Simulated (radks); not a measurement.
Task: The mean radii <r> (bohr) of the occupied orbitals of an atom or ion are listed with their occupations. All-electron calculation, scalar-relativistic Kohn-Sham, LDA (Slater exchange, Perdew-Wang correlation), spin-polarised, spherical densities, finite nucleus; Fermi nuclear charge, rms radius of each element as measured or else 0.836 A^(1/3) + 0.57 fm. Program: a radial shooting solver on a logarithmic mesh with Libxc functionals.

orbital  occ.      <r>
1s up       1  0.05417
1s down     1  0.05417
2s up       1   0.2455
2s down     1   0.2454
2p up       3   0.2156
2p down     3   0.2155
3s up       1   0.7449
3s down     1   0.7456
3p up       3   0.7856
3p down     3   0.7869
3d up       5    1.062
3d down     4    1.083

Name the element and its charge. Open shells, if any, are filled with parallel spins first.

Result: Z = 28, nickel, charge +1: Ni+ in [Ar] 3d9. The 1s radius gives Z: for a bare nucleus <r> = (2 gamma + 1)/(2Z) with gamma = sqrt(1 - (Z/c)^2), 0.05282 bohr for Z = 28, and screening makes it slightly larger (0.05417 here). The occupations add up to 27, and the charge is Z minus that.
